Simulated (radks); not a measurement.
The numbers below are computed, except where a source is named.
Problem. All-electron atom: Mn III in [Ar] 3d5 (the NIST ground configuration). Level of theory: scalar-relativistic Kohn-Sham, Slater X-alpha with alpha = 0.667, spin-polarised, spherical densities, point nucleus; open shells are filled with parallel spins first (a radial shooting solver on a logarithmic mesh with Libxc functionals). Some entries of the table are withheld. Estimate them.

orbital  occ.  eigenvalue (eV)  <r> (bohr)
1s down     1        -6429.291     0.06101
1s up       1        -6429.282     0.06101
2s up       1        -758.1520      0.2804
2s down     1        -755.6798      0.2798
2p up       3              (1)      0.2478
2p down     3              (2)      0.2471
3s up       1        -103.6019      0.8537
3s down     1         -97.7248      0.8563
3p up       3         -72.6856         (3)
3p down     3         -66.8936         (4)
3d up       5              (5)       1.141
3d down     0              (6)       1.196

Solution. 
(1) 2p up eigenvalue (eV): -645.4383
(2) 2p down eigenvalue (eV): -643.5360
(3) 3p up <r> (bohr): 0.9049
(4) 3p down <r> (bohr): 0.9097
(5) 3d up eigenvalue (eV): -24.9233
(6) 3d down eigenvalue (eV): -19.4232
